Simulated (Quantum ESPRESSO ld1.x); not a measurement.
Q: Radial electron density D(r) = 4 pi r^2 rho(r) of an atom or ion with 1 electrons. Calculated with ld1.x of Quantum ESPRESSO 7.5: non-relativistic Kohn-Sham, PBE, spin-unpolarised, spherical densities, point nucleus.

| r (bohr) | D(r) (e/bohr) |
|---|---|
| 0.01673 | 0.06150 |
| 0.02028 | 0.08774 |
| 0.02477 | 0.1262 |
| 0.03001 | 0.1777 |
| 0.03636 | 0.2478 |
| 0.04406 | 0.3419 |
| 0.05338 | 0.4656 |
| 0.0652 | 0.6315 |
| 0.079 | 0.8296 |
| 0.09572 | 1.065 |
| 0.116 | 1.328 |
| 0.1405 | 1.601 |
| 0.1717 | 1.862 |
| 0.208 | 2.045 |
| 0.252 | 2.114 |
| 0.3054 | 2.033 |
| 0.37 | 1.792 |
| 0.4519 | 1.404 |
| 0.5476 | 0.9771 |
| 0.6635 | 0.5838 |
| 0.8039 | 0.2904 |
| 0.974 | 0.1156 |
| 1.18 | 0.03505 |
| 1.442 | 0.007119 |
| 1.747 | 0.001025 |

What is the nuclear charge?

A: Z = 4. The innermost maximum, from 1s, lies near 1/Z = 0.25 bohr (found: 0.252), and its height grows with Z. The density is that of the beryllium ion Be3+ in 1s1; the configuration itself is not fixed sharply by these data. D(r) has 1 maximum, at r = 0.252 bohr.
